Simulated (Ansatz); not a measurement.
Born–Oppenheimer molecular dynamics of C₂H₆Cl₂Si (11 atoms, charge 0, multiplicity 1). It starts from a relaxed structure.

These are results of Ansatz 0.2.0, RKS PBE0/STO-3G, not measurements.

```json
{"ensemble": "NVT, Langevin thermostat", "time step": "0.5 fs", "steps asked": "100", "set temperature": "400 K", "friction": "0.001 /fs", "seed": "876842"}
```

First frame:

```xyz
11
Properties=species:S:1:pos:R:3
Si 0.059 -0.102 0.051
Cl 0.250 -0.380 2.123
C 1.762 0.085 -0.681
H 2.352 -0.821 -0.506
H 1.694 0.252 -1.761
H 2.291 0.932 -0.234
Cl -1.001 1.683 -0.262
C -0.937 -1.512 -0.648
H -1.915 -1.581 -0.162
H -1.095 -1.369 -1.722
H -0.410 -2.460 -0.498
```

**Question.** How far do the bonds stretch over the last three quarters of this one trajectory? (Pairs bonded in most of those frames.)

**Answer.** 
```json
{"bond": "Si1–Cl2", "mean (Å)": "2.099", "spread (Å)": "0.021", "shortest": "2.08", "longest": "2.14"}
{"bond": "Si1–C3", "mean (Å)": "1.863", "spread (Å)": "0.035", "shortest": "1.80", "longest": "1.91"}
{"bond": "Si1–Cl7", "mean (Å)": "2.109", "spread (Å)": "0.039", "shortest": "2.06", "longest": "2.16"}
{"bond": "Si1–C8", "mean (Å)": "1.868", "spread (Å)": "0.018", "shortest": "1.85", "longest": "1.90"}
{"bond": "C3–H4", "mean (Å)": "1.096", "spread (Å)": "0.019", "shortest": "1.06", "longest": "1.13"}
{"bond": "C3–H5", "mean (Å)": "1.096", "spread (Å)": "0.018", "shortest": "1.06", "longest": "1.13"}
{"bond": "C3–H6", "mean (Å)": "1.094", "spread (Å)": "0.004", "shortest": "1.09", "longest": "1.10"}
{"bond": "C8–H9", "mean (Å)": "1.095", "spread (Å)": "0.004", "shortest": "1.09", "longest": "1.11"}
{"bond": "C8–H10", "mean (Å)": "1.100", "spread (Å)": "0.029", "shortest": "1.06", "longest": "1.14"}
{"bond": "C8–H11", "mean (Å)": "1.100", "spread (Å)": "0.039", "shortest": "1.04", "longest": "1.16"}
```

Mean temperature of the second half: 172 K. The mean temperature of the second half is 57 % below the set value. A run of 0.05 ps of so small a system gives no equilibrium averages. Limits of this set-up: minimal basis.

The run took 93 s on 1 thread of AMD EPYC 9R45 96-Core Processor (Zen 5), with other jobs on the host, peak memory 0.14 GiB.
